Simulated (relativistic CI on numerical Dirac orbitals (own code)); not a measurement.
## Ligand-field terms of d4

Computed with a parametric ligand-field model of a d^n configuration (Racah B and C, spin-orbit zeta, crystal field), exact diagonalisation.

Field parameters in Wybourne normalisation: Td as Oh with Dq negative (B⁴₀ = 21Dq, B⁴₄ = √(5/14) B⁴₀). The field is a parameter set, without covalency.

B = 1100 cm⁻¹, C = 5230 cm⁻¹ (C/B = 4.75), Td, no spin-orbit coupling. Tanabe-Sugano data, E/B above the lowest term (Δ = |10Dq|; b, c mark the second and third term of a kind):

```
 Δ/B   5T2     5E    3T1    3T2  3T1(b)    1A1    1T1
 1.0  0.00   1.00  22.79  23.08   23.74  33.77  34.15
 1.9  0.00   1.90  22.41  23.04   24.03  32.62  33.58
 2.8  0.00   2.80  21.89  22.92   24.13  31.27  32.90
 3.7  0.00   3.70  21.28  22.72   24.16  29.82  32.18
 4.6  0.00   4.60  20.61  22.46   24.17  28.30  31.42
 5.5  0.00   5.50  19.89  22.14   24.17  26.75  30.63
 6.4  0.00   6.40  19.15  21.76   24.17  25.16  29.84
 7.3  0.00   7.30  18.38  21.33   24.18  23.55  29.03
 8.2  0.00   8.20  17.60  20.85   24.18  21.92  28.21
 9.1  0.00   9.10  16.81  20.34   24.18  20.28  27.38
10.0  0.00  10.00  16.01  19.79   24.18  18.62  26.55
10.9  0.00  10.90  15.20  19.21   24.19  16.95  25.72
11.8  0.00  11.80  14.39  18.60   24.19  15.28  24.87
12.7  0.00  12.70  13.56  17.97   24.19  13.59  24.03
13.6  0.00  13.60  12.74  17.32   24.20  11.90  23.18
14.5  0.00  14.50  11.91  16.65   24.20  10.20  22.33
15.4  0.00  15.40  11.07  15.97   24.20   8.49  21.47
16.3  0.00  16.30  10.23  15.27   24.21   6.78  20.61
17.2  0.00  17.20   9.39  14.55   24.21   5.07  19.75
18.1  0.00  18.10   8.54  13.82   24.21   3.35  18.89
19.0  0.00  19.00   7.70  13.09   24.22   1.63  18.02
19.9  0.10  20.00   6.94  12.44   24.32   0.00  17.26
20.8  1.83  22.63   7.82  13.41   26.05   0.00  18.12
21.7  3.56  25.26   8.70  14.38   27.79   0.00  18.98
```

The ground term changes from 5T2 to 1A1 between Δ/B = 19.0 and 19.9.
